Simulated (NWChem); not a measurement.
# C$_{2}$H$_{2}$F$_{4}$; SMILES FC(F)C(F)F

```xyz
8

F      1.0923    -1.3561     0.0787
C      0.0000    -0.6871    -0.3249
F     -1.0923    -1.3561     0.0789
C      0.0000     0.6871     0.3249
F     -1.0923     1.3561    -0.0789
F      1.0923     1.3561    -0.0787
H     -0.0002    -0.6053    -1.4264
H     -0.0002     0.6053     1.4264
```
Atoms are numbered in this order, from 1.

Program: NWChem. Pople sets run with spherical d functions. All runs use the structure optimised with PBE0/def2-SVP. Level: PBE/6-31G* with SMD (1 M gas to 1 M solution), gas-phase geometry.

For solvent cyclohexane:

- solvation free energy (kcal/mol): -0.9

Task: How do the values read with solvent tetrahydrofuran instead?

Result: The solvation free energy (kcal/mol) is -2.0.
